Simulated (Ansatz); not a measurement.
System: C$_{4}$H$_{5}$OSi, charge 0, multiplicity 2. It need not be the lowest isomer of its formula. SMILES: o1ccc([c]1)[SiH3]
Geometry: optimised at B3LYP-D3(BJ)/def2-TZVP (Ansatz, a program for electronic structure).

Parts of the frozen-core correlation energy in 6-31G* (Ansatz, hartree). Frozen orbitals: 10; correlated occupied orbitals by spin: 16 and 15; virtual: 78 and 79. Open shells are spin-unrestricted. Spin-orbit coupling is left out. No relativistic terms.

```json
[
 {"term": "reference (HF)", "value": "-518.05476"},
 {"term": "MP2 opposite-spin", "value": "-0.52558"},
 {"term": "MP2 same-spin", "value": "-0.18967"},
 {"term": "CCSD correlation", "value": "-0.77185"},
 {"term": "(T)", "value": "-0.03221"},
 {"term": "T1 diagnostic", "value": "0.036"},
 {"term": "largest doubles amplitude", "value": "0.056"},
 {"term": "<S^2> of the reference", "value": "1.060"}
]
```
